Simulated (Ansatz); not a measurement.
BFH7NSi2 can be A, `B[SiH2][SiH](N)F`, or B, `B[SiH](F)[SiH2]N`.

Gas-phase electronic energies from Ansatz, PBE0-D4/def2-TZVP geometries. CCSD(T)/CBS adds triple-zeta CCSD(T) − MP2 to the extrapolated MP2 energy (def2 sets, frozen cores). DFT in def2-TZVPP. B3LYP here is the variant with VWN-RPA as its local correlation; programs differ in this. Each species was taken in one conformer, which may not be the lowest.

Question: Which is lower in electronic energy at CCSD(T)/CBS, and by how much? (Best estimate.)

Answer: The calculation gave: A, by 9.6 kcal/mol.

Question: Give E(B) − E(A) in kcal/mol with r2SCAN-D4, ωB97M-V, CCSD(T)/def2-TZVPP, MP2/def2-TZVPP, CCSD/def2-TZVPP, B3LYP-D4, B3LYP. (An estimate is asked.)

Answer: Computed: r2SCAN-D4 9.9, ωB97M-V 9.8, CCSD(T)/def2-TZVPP 9.8, MP2/def2-TZVPP 10.0, CCSD/def2-TZVPP 9.4, B3LYP-D4 9.1, B3LYP 8.7. None reverses the order clearly.

Largest T1 diagnostic: 0.014.

In def2-TZVPP, CCSD(T) changes the Hartree–Fock value by +1.9 kcal/mol (the triples alone add +0.4 kcal/mol) and MP2 by +2.1 kcal/mol.
